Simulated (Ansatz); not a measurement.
Consider the cleavage of the Si–Si bond: `C[Si@H](O)[Si@H](O)F` + H–F → `C[SiH](O)F` + `O[SiH2]F`.

Program: Ansatz. Geometries: PBE0-D4/def2-TZVP. ΔE: electronic, gas phase. CCSD(T)/CBS adds triple-zeta CCSD(T) − MP2 to the extrapolated MP2 energy (def2 sets, frozen cores). This one scheme is used for every species. One conformer a species, not always the lowest.

```
               species  HF/def2-QZVPP energy (Eh)
`C[Si@H](O)[Si@H](O)F`                 -869.34340
                   H–F                 -100.07004
          `C[SiH](O)F`                 -504.28213
            `O[SiH2]F`                 -465.21314
```

Q: Work out ΔE.

A: ΔE = (-504.28213) + (-465.21314) − (-869.34340) − (-100.07004) = -0.08183 Eh = -51.3 kcal/mol. CCSD(T)/CBS gives -42.2 kcal/mol.

Q: What do rigid-rotor, harmonic-oscillator terms from PBE0-D4/def2-TZVP frequencies (298.15 K, 1 bar) make of the CCSD(T)/CBS value? (Best estimate.)

A: Computed: ΔZPE = +0.5 kcal/mol, ΔH = -43.0 kcal/mol, ΔS = 10 J/(mol·K), ΔG = -43.7 kcal/mol. Modes under 50 cm⁻¹ make the entropy rough.

Largest T1 diagnostic among the species: 0.012.

From PBE to PBE0 (25 % exact exchange), in def2-TZVPP and without D4, ΔE moves by −1.8 kcal/mol. Leaving LDA and LC-ωPBE aside and taking each functional with its dispersion term where it has one, the values, not all of them listed here, spread over 9.6 kcal/mol, from B2PLYP to revPBE-D4.
